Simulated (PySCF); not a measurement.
# [Tm(H2O)4]3+ at several levels of theory

Computed with PySCF 2.14.0 (density fitting, no spin-orbit coupling) at the geometry relaxed with PBE0:

```xyz
13
[Tm(H2O)4]3+ (singlet in the valence; each metal's 4f electrons, 12 of them, lie in its core potential, out of spins and levels)
Tm   -0.0001    0.0000    0.0000
O     1.3213    1.3077    1.2421
H     2.1224    1.0551    1.7564
H     1.2460    2.2769    1.4001
O    -1.3215   -1.2420    1.3077
H    -1.2459   -1.4002    2.2769
H    -2.1223   -1.7565    1.0551
O     1.3213   -1.3077   -1.2421
H     1.2460   -2.2769   -1.4001
H     2.1224   -1.0551   -1.7564
O    -1.3215    1.2420   -1.3077
H    -2.1223    1.7565   -1.0551
H    -1.2459    1.4002   -2.2769
```

```csv
level,basis,state,HOMO (eV),gap (eV),charge on Tm1 (e),population of f-type functions on Tm1 (polarisation alone where 4f lies in the core),dipole about the centre of mass (D),largest force component (eV/Å)
PBE0,"Tm lcecp-1-SVP with ECP58, O def2-SVP, H def2-SVP",singlet,-24.59,9.52,1.71,0.04,0.00,0.01
M06-L,the same,singlet,-23.14,7.52,1.82,0.04,0.00,0.05
PBE0,"Tm lcecp-1-TZVP with ECP58, O def2-TZVP, H def2-TZVP",singlet,-24.58,9.61,2.08,0.06,0.00,0.25
```

In the lcecp rows the 4f levels are missing from HOMO and gap, and the state counts the valence alone.

Charges are Mulliken's, which hang on the basis. The relaxation used the grid (50, 194), these runs (75, 302) or, all-electron (x2c bases, spin-free X2C Hamiltonian), (99, 590).

Problem. What does CAM-B3LYP with Tm lcecp-1-SVP with ECP58, O def2-SVP, H def2-SVP give here?

Solution. state singlet, HOMO (eV) -26.11, gap (eV) 12.22, charge on Tm1 (e) 1.67, population of f-type functions on Tm1 (polarisation alone where 4f lies in the core) 0.04, dipole about the centre of mass (D) 0.00, largest force component (eV/Å) 0.14. Time: 10 s on 2 threads of Arm Neoverse V2, with other jobs on the host, from an already converged density.

In the first row's basis the gap widens with exact exchange: 7.5 eV for M06-L (none); 9.5 eV for PBE0 (a fixed share); 12.2 eV for CAM-B3LYP (rising or full at long range).

An lcecp potential fixes the number of 4f electrons, so in runs with it no electron can move into or out of that shell.
